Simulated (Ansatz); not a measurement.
`C#[C][In]([Cl])[Cl]` and `C[O][In]([Cl])[Cl]` differ in one atom or group.

Ansatz, PBE0-D4/def2-TZVP geometries, multiplicity 1. Each molecule was computed in one conformer, which needn't be the lowest.

Elements past krypton have def2 core potentials.

```json
{"property": "HOMO energy (PBE0/def2-TZVPP) / eV", "`C#[C][In]([Cl])[Cl]`": "-8.84"}
{"property": "HOMO–LUMO gap (B3LYP/def2-TZVPP) / eV", "`C#[C][In]([Cl])[Cl]`": "6.25"}
{"property": "size of the dipole moment (PBE/def2-TZVPP) / D", "`C#[C][In]([Cl])[Cl]`": "2.55"}
{"property": "HOMO–LUMO gap (ωB97M-V/def2-TZVPP) / eV", "`C#[C][In]([Cl])[Cl]`": "10.74"}
{"property": "HOMO energy (ωB97M-V/def2-TZVPP) / eV", "`C#[C][In]([Cl])[Cl]`": "-11.11"}
{"property": "ideal-gas entropy at 298 K and 1 bar (rigid rotor, harmonic PBE0-D4/def2-TZVP) / J/(mol·K)", "`C#[C][In]([Cl])[Cl]`": "370"}
```

Problem. Give the same properties after the change, and the shifts. (Best estimate.)

Solution. Ansatz gave: 
```json
{"property": "HOMO energy (PBE0/def2-TZVPP) / eV", "`C[O][In]([Cl])[Cl]`": "-8.22", "shift": "0.62"}
{"property": "HOMO–LUMO gap (B3LYP/def2-TZVPP) / eV", "`C[O][In]([Cl])[Cl]`": "5.16", "shift": "-1.09"}
{"property": "size of the dipole moment (PBE/def2-TZVPP) / D", "`C[O][In]([Cl])[Cl]`": "1.51", "shift": "-1.04"}
{"property": "HOMO–LUMO gap (ωB97M-V/def2-TZVPP) / eV", "`C[O][In]([Cl])[Cl]`": "10.05", "shift": "-0.69"}
{"property": "HOMO energy (ωB97M-V/def2-TZVPP) / eV", "`C[O][In]([Cl])[Cl]`": "-10.61", "shift": "0.50"}
{"property": "ideal-gas entropy at 298 K and 1 bar (rigid rotor, harmonic PBE0-D4/def2-TZVP) / J/(mol·K)", "`C[O][In]([Cl])[Cl]`": "403", "shift": "33"}
```

With PBE0 the HOMO rises by 0.62 eV and the LUMO falls by 0.46 eV, so the gap narrows by about 1.08 eV. PBE moves the HOMO by 0.88 eV and ωB97M-V by 0.50 eV. The zero-point energy changes by 60.2 kJ/mol with +6 modes. Dipoles are sizes alone; their direction can turn. Modes under 60 cm⁻¹, often nearly free rotors, make the harmonic entropy too high.

B3LYP here is the variant with VWN-RPA as its local correlation; programs differ in this.
